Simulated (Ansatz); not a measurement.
`C[O][Ge]([O]C)([CH](C)C)[CH](C)C`, charge 0, multiplicity 1.

Problem. Give a relaxed structure at PBE0-D4/def2-TZVP (the Gaussian-basis code of Ansatz). (Best estimate.)

Solution. The calculation gave: 
Z-matrix (Å, degrees):
```
C
O 1 1.407
H 1 1.097 2 111.4
H 1 1.094 2 108.3 3 118.5
H 1 1.095 2 112.3 3 -122.0
Ge 2 1.776 1 122.2 3 89.7
C 6 1.967 2 111.7 1 -78.6
O 6 1.790 2 102.9 1 38.8
C 6 1.958 2 104.6 1 155.4
C 7 1.523 6 111.6 2 59.0
C 7 1.524 6 109.8 2 -65.5
H 7 1.097 6 106.0 2 177.3
C 8 1.401 6 121.6 2 -165.7
C 9 1.523 6 110.1 2 -60.7
C 9 1.524 6 111.8 2 173.9
H 9 1.097 6 104.8 2 56.1
H 10 1.095 7 110.7 6 175.6
H 10 1.093 7 111.0 6 -65.4
H 10 1.092 7 112.3 6 55.0
H 11 1.093 7 112.3 6 -59.4
H 11 1.094 7 111.1 6 61.1
H 11 1.095 7 110.8 6 -179.5
H 13 1.099 8 112.9 6 46.4
H 13 1.094 8 108.4 6 165.5
H 13 1.098 8 112.2 6 -75.6
H 14 1.092 9 111.5 6 57.0
H 14 1.094 9 111.1 6 -63.1
H 14 1.095 9 110.7 6 177.4
H 15 1.093 9 112.5 6 -56.8
H 15 1.094 9 111.4 6 64.1
H 15 1.095 9 110.7 6 -177.0
```
This is one stationary point; other conformers may exist.
